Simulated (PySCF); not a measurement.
Excitation energy of Pb by level of theory

Pb [Xe] 4f14 5d10 6s2 6p2 (3P) → Pb [Xe] 4f14 5d10 6s1 6p3 (5S), as a difference of total energies. Computed with PySCF 2.14 in x2c-TZVPPall, with scalar relativity by spin-free X2C-1e. Correlated levels: valence: [Xe] 4f14 5d10 frozen. The calculations carry no spin-orbit coupling.

```json
{"method": "UHF", "excitation energy (eV)": "4.690"}
{"method": "MP2 (valence)", "excitation energy (eV)": "5.300"}
{"method": "SCS-MP2 (valence)", "excitation energy (eV)": "5.575"}
{"method": "CCSD (valence)", "excitation energy (eV)": "5.451"}
{"method": "CCSD(T) (valence)", "excitation energy (eV)": "5.472"}
```

Q: How much does correlation contribute at CCSD(T) (valence)?

A: 5.472 − (4.690) = 0.782 eV, measured against UHF.

Spin-orbit coupling is strong in these open shells (close to jj coupling). The scalar numbers leave it out and a first-order estimate fails, so it can dominate the gap to the real levels.
